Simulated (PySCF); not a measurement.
C3H5FOSi.
SMILES: `O[SiH2]C#CCF`

Torsions of this conformer, `[OH:1][SiH2:2][C:3]#[C:4][CH2:5][F:6]`: H–O1–Si2–C3 -56°.

The closed-shell ground state was solved at several levels (PySCF, density fitting, gas phase, non-relativistic). One conformer (not necessarily the lowest) at the PBE0-D3(BJ)/def2-SVP geometry, without solvent, vibrations or thermal averaging.

| level | basis functions | HOMO (eV) | LUMO (eV) | gap (eV) | dipole (D) |
| --- | --- | --- | --- | --- | --- |
| BLYP/pcSseg-2 | 293 | -6.79 | -1.66 | 5.13 | 1.47 |
| BP86/pcSseg-2 | 293 | -7.02 | -1.85 | 5.17 | 1.49 |
| PBE0/def2-SVP | 113 | -8.05 | -0.55 | 7.50 | 1.60 |
| PBE0/6-31G* | 98 | -7.86 | -0.42 | 7.44 | 1.55 |
| mPW1PW91/pcSseg-2 | 293 | -8.18 | -0.88 | 7.30 | 1.49 |
| PBE0/def2-TZVP | 222 | -8.12 | -0.81 | 7.31 | 1.51 |
| HF/pcSseg-2 | 293 | -10.90 | 2.25 | 13.15 | 1.54 |
| PBE0/IGLO-III | 269 | -8.14 | -0.84 | 7.30 | 1.47 |

(1) Estimate the row for PBE0/pcSseg-0, a basis of 68 functions; the other rows only guide the guess.

(2) Over all these levels, which gives the widest orbital gap and which the narrowest?

(3) How much does the basis alone move the frontier levels among the 5 PBE0 rows (the withheld one included)?

(4) In the pcSseg-2 basis, how does the gap go with the fixed share of exact exchange?

(5) How far do the dipole and the HOMO energy spread over the levels?

Results:

(1) HOMO -8.30 eV, LUMO -0.65 eV, gap 7.65 eV, dipole 1.56 D.

(2) HF/pcSseg-2 (Hartree–Fock, all exact exchange) has the widest, 13.15 eV, and BLYP/pcSseg-2 (GGA) the narrowest, 5.13 eV. The two share the basis. From the narrowest to the widest the HOMO moves by -4.11 eV and the LUMO by +3.91 eV.

(3) The HOMO by 0.44 eV and the LUMO by 0.42 eV. By rising basis size (HOMO, LUMO in eV): pcSseg-0 -8.30, -0.65; 6-31G* -7.86, -0.42; def2-SVP -8.05, -0.55; def2-TZVP -8.12, -0.81; IGLO-III -8.14, -0.84.

(4) BLYP (0 %) 5.13 eV; BP86 (0 %) 5.17 eV; mPW1PW91 (25 %) 7.30 eV; HF (100 %) 13.15 eV. Each rise in the share widens the gap here.

(5) The dipole runs from 1.47 to 1.60 D (mean 1.52 D) and the HOMO from -10.90 to -6.79 eV.
